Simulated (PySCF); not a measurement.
## Deuteron quadrupole couplings in `O=C[C@@H]([SiH3])[SiH2]/C=C\CF`

Compound: C5H11FOSi2.
Numbering: `[O:1]=[CH:2][C@@H:3]([SiH3:4])[SiH2:5]/[CH:6]=[CH:7]\[CH2:8][F:9]` (hydrogens: H10 on C2; H11 on C3; H12, H13, H14 on Si4; H15, H16 on Si5; H17 on C6; H18 on C7; H19, H20 on C8)

Geometry (GFN2-xTB, Å), atoms numbered from 1 in this order:
```xyz
20
C5H11FOSi2 angstrom
O     -1.2423    0.6889   -2.3247
C     -1.9128    1.1421   -1.4275
C     -1.7133    0.8547   -0.0052
Si    -2.6425   -0.7711    0.3917
Si     0.1682    0.7802    0.3807
C      0.9135   -0.6938   -0.5214
C      2.1973   -1.0173   -0.5612
C      3.3090   -0.3041    0.1347
F      2.8648    0.6876    0.9750
H     -2.7624    1.8195   -1.6620
H     -2.1834    1.6332    0.5981
H     -4.0754   -0.5608    0.1605
H     -2.1765   -1.8678   -0.4526
H     -2.4124   -1.0690    1.8051
H      0.2711    0.6322    1.8363
H      0.7363    2.0507   -0.0767
H      0.2343   -1.3059   -1.0976
H      2.5532   -1.8659   -1.1344
H      3.8924   -0.9995    0.7517
H      3.9758    0.1766   -0.5931
```

Level: PBE0/pcSseg-1 (PySCF, non-relativistic); Q(2H) = 0.00286 b; rigid geometry, the same for H and D, with no vibrational averaging.

Question: Rank these positions by the coupling χzz of a deuteron there, largest first.
A. H18 (vinylic hydrogen)
B. H11 (methine hydrogen)
C. H13 (Si–H hydrogen)
D. H10 (formyl hydrogen)
E. H19 (methylene hydrogen)
F. H17 (vinylic hydrogen)

Answer: F (221 kHz), A (214 kHz), B (210 kHz), E (190 kHz), D (178 kHz), C (110 kHz).

Q: What are Vzz, η and χzz (234.96 MHz × Q × Vzz) at all hydrogens?

A: 
| atom | bonded to | bond length (Å) | Vzz (au) | η | χzz (kHz) |
| --- | --- | --- | --- | --- | --- |
| H10 | C2 | 1.112 | 0.2650 | 0.01 | 178 |
| H11 | C3 | 1.091 | 0.3124 | 0.04 | 210 |
| H12 | Si4 | 1.467 | 0.1598 | 0.02 | 107 |
| H13 | Si4 | 1.460 | 0.1641 | 0.02 | 110 |
| H14 | Si4 | 1.463 | 0.1629 | 0.01 | 109 |
| H15 | Si5 | 1.467 | 0.1614 | 0.00 | 108 |
| H16 | Si5 | 1.465 | 0.1620 | 0.02 | 109 |
| H17 | C6 | 1.081 | 0.3291 | 0.06 | 221 |
| H18 | C7 | 1.084 | 0.3191 | 0.07 | 214 |
| H19 | C8 | 1.098 | 0.2835 | 0.09 | 190 |
| H20 | C8 | 1.098 | 0.2828 | 0.09 | 190 |

Q: Average by the element that carries the hydrogen.

A: on C: 201 kHz over 6 positions, mean bond length 1.094 Å; on Si: 109 kHz over 5 positions, mean bond length 1.464 Å.

Q: How does χzz go with the bond length over the 6 C–H bonds?

A: A straight-line fit has a slope of -14.7 kHz for each 0.01 Å, with a correlation coefficient of -0.97, over lengths from 1.081 to 1.112 Å. The longer bonds have the smaller couplings here.

The structure is a single GFN2-xTB conformer in the gas phase; no vibrational or solvent corrections. GFN2-xTB frequencies show an imaginary mode (33i cm⁻¹), so this geometry is no minimum at that level. GFN2-xTB bond lengths can be off by several hundredths of an ångström, more for odd bonds, and the gradients follow them. These gradients aren't converged with respect to the basis.
